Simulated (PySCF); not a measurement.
pyridine-3-carbonitrile (C₆H₄N₂), SMILES N#Cc1cccnc1.

Geometry: PBE-D3(BJ)/def2-SVP.

These are PBE-D3(BJ)/def2-SVP (PySCF) values and carry that method's errors.

Harmonic, unscaled wavenumbers; measured fundamentals usually lie a few per cent lower.

```json
[
 {"mode": "1", "ν (cm⁻¹)": "141", "IR (km/mol)": "2.9", "moving atoms (share of kinetic energy)": "C 58 %, N 30 %, H 12 %"},
 {"mode": "2", "ν (cm⁻¹)": "157", "IR (km/mol)": "4.9", "moving atoms (share of kinetic energy)": "N 53 %, C 40 %"},
 {"mode": "3", "ν (cm⁻¹)": "342", "IR (km/mol)": "0.5", "moving atoms (share of kinetic energy)": "C 70 %, H 23 %"},
 {"mode": "4", "ν (cm⁻¹)": "397", "IR (km/mol)": "3.8", "moving atoms (share of kinetic energy)": "C 54 %, N 27 %, H 20 %"},
 {"mode": "5", "ν (cm⁻¹)": "466", "IR (km/mol)": "0.5", "moving atoms (share of kinetic energy)": "C 61 %, N 35 %"},
 {"mode": "6", "ν (cm⁻¹)": "544", "IR (km/mol)": "0.5", "moving atoms (share of kinetic energy)": "C 89 %"},
 {"mode": "7", "ν (cm⁻¹)": "571", "IR (km/mol)": "3.0", "moving atoms (share of kinetic energy)": "C 76 %, N 13 %, H 11 %"},
 {"mode": "8", "ν (cm⁻¹)": "617", "IR (km/mol)": "4.8", "moving atoms (share of kinetic energy)": "C 59 %, N 36 %"},
 {"mode": "9", "ν (cm⁻¹)": "703", "IR (km/mol)": "25.4", "moving atoms (share of kinetic energy)": "H 50 %, C 36 %, N 14 %"},
 {"mode": "10", "ν (cm⁻¹)": "776", "IR (km/mol)": "0.5", "moving atoms (share of kinetic energy)": "C 68 %, N 26 %"},
 {"mode": "11", "ν (cm⁻¹)": "804", "IR (km/mol)": "13.0", "moving atoms (share of kinetic energy)": "H 56 %, C 40 %"},
 {"mode": "12", "ν (cm⁻¹)": "918", "IR (km/mol)": "0.3", "moving atoms (share of kinetic energy)": "H 69 %, C 30 %"},
 {"mode": "13", "ν (cm⁻¹)": "947", "IR (km/mol)": "1.3", "moving atoms (share of kinetic energy)": "H 66 %, C 34 %"},
 {"mode": "14", "ν (cm⁻¹)": "981", "IR (km/mol)": "0.1", "moving atoms (share of kinetic energy)": "H 69 %, C 31 %"},
 {"mode": "15", "ν (cm⁻¹)": "1002", "IR (km/mol)": "13.4", "moving atoms (share of kinetic energy)": "C 69 %, H 18 %, N 13 %"},
 {"mode": "16", "ν (cm⁻¹)": "1041", "IR (km/mol)": "0.3", "moving atoms (share of kinetic energy)": "C 55 %, H 37 %"},
 {"mode": "17", "ν (cm⁻¹)": "1103", "IR (km/mol)": "4.3", "moving atoms (share of kinetic energy)": "H 76 %, C 21 %"},
 {"mode": "18", "ν (cm⁻¹)": "1190", "IR (km/mol)": "5.8", "moving atoms (share of kinetic energy)": "H 65 %, C 30 %"},
 {"mode": "19", "ν (cm⁻¹)": "1210", "IR (km/mol)": "0.6", "moving atoms (share of kinetic energy)": "C 60 %, H 29 %, N 11 %"},
 {"mode": "20", "ν (cm⁻¹)": "1296", "IR (km/mol)": "0.7", "moving atoms (share of kinetic energy)": "H 68 %, C 28 %"},
 {"mode": "21", "ν (cm⁻¹)": "1330", "IR (km/mol)": "0.7", "moving atoms (share of kinetic energy)": "C 75 %, H 14 %, N 11 %"},
 {"mode": "22", "ν (cm⁻¹)": "1411", "IR (km/mol)": "19.8", "moving atoms (share of kinetic energy)": "C 39 %, H 34 %, N 27 %"},
 {"mode": "23", "ν (cm⁻¹)": "1461", "IR (km/mol)": "11.5", "moving atoms (share of kinetic energy)": "C 58 %, H 35 %"},
 {"mode": "24", "ν (cm⁻¹)": "1564", "IR (km/mol)": "13.3", "moving atoms (share of kinetic energy)": "C 85 %, H 10 %"},
 {"mode": "25", "ν (cm⁻¹)": "1603", "IR (km/mol)": "19.0", "moving atoms (share of kinetic energy)": "C 80 %, N 13 %"},
 {"mode": "26", "ν (cm⁻¹)": "2273", "IR (km/mol)": "16.9", "moving atoms (share of kinetic energy)": "C 63 %, N 37 %"},
 {"mode": "27", "ν (cm⁻¹)": "3087", "IR (km/mol)": "14.5", "moving atoms (share of kinetic energy)": "H 92 %, C 8 %"},
 {"mode": "28", "ν (cm⁻¹)": "3095", "IR (km/mol)": "3.2", "moving atoms (share of kinetic energy)": "H 91 %, C 9 %"},
 {"mode": "29", "ν (cm⁻¹)": "3132", "IR (km/mol)": "2.6", "moving atoms (share of kinetic energy)": "H 92 %, C 8 %"},
 {"mode": "30", "ν (cm⁻¹)": "3146", "IR (km/mol)": "2.1", "moving atoms (share of kinetic energy)": "H 91 %, C 9 %"}
]
```
